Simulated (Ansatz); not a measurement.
Born–Oppenheimer molecular dynamics of FGe2H7 (10 atoms, charge 0, multiplicity 1). It starts at the highest image of a converged band. Of that band: Neighbouring images differ by up to 1.8 eV, so the band resolves the path poorly. A vibrational analysis at the climbing image gives one clearly imaginary mode, 1234i cm⁻¹: a first-order saddle point.

These are results of Ansatz, RKS PBE-D4/def2-SVP, not measurements.

* ensemble: NVE (velocity Verlet)
* time step: 0.5 fs
* steps asked: 200
* starting velocities drawn for: 300 K
* seed: 5561

First frame:

```xyz
10
Properties=species:S:1:pos:R:3
Ge -0.408 0.039 -0.014
Ge -0.011 -0.025 2.728
H -1.167 -0.141 3.770
H 0.916 -1.254 2.865
H 0.745 1.302 2.958
F 1.389 0.176 0.261
H -0.680 1.438 -0.596
H -0.464 -1.352 -0.669
H -2.137 -0.109 0.409
H -1.364 -0.074 1.380
```

(1) How far do the bonds stretch over the last three quarters of this one trajectory? (Pairs bonded in most of those frames.)

Results:

(1) 
| bond | mean (Å) | spread (Å) | shortest | longest |
| --- | --- | --- | --- | --- |
| Ge1–Ge2 | 2.353 | 0.129 | 2.19 | 2.60 |
| Ge1–F6 | 1.790 | 0.037 | 1.73 | 1.84 |
| Ge1–H7 | 1.558 | 0.018 | 1.52 | 1.59 |
| Ge1–H8 | 1.559 | 0.021 | 1.52 | 1.60 |
| Ge2–H3 | 1.556 | 0.015 | 1.53 | 1.58 |
| Ge2–H4 | 1.549 | 0.012 | 1.53 | 1.57 |
| Ge2–H5 | 1.549 | 0.030 | 1.51 | 1.59 |
| H9–H10 | 0.773 | 0.033 | 0.72 | 0.82 |

Mean temperature of the second half: 2153 K. The conserved energy stayed within 0.13 meV per atom of its start (net change 0.085 meV per atom), so the integration is sound. The kinetic energy rose, since the run started high on the potential surface and went downhill. It ends in pieces (FGe2H5 + H2), so much of that is their flight and rotation, not heat. A run of 0.1 ps of so small a system gives no equilibrium averages. The orbitals stay closed-shell, which can raise the energy where a bond breaks towards radicals; this wasn't checked here.

Time of the run: 3.2 min on 4 threads of Arm Neoverse V1, on a shared host, peak memory 0.17 GiB.
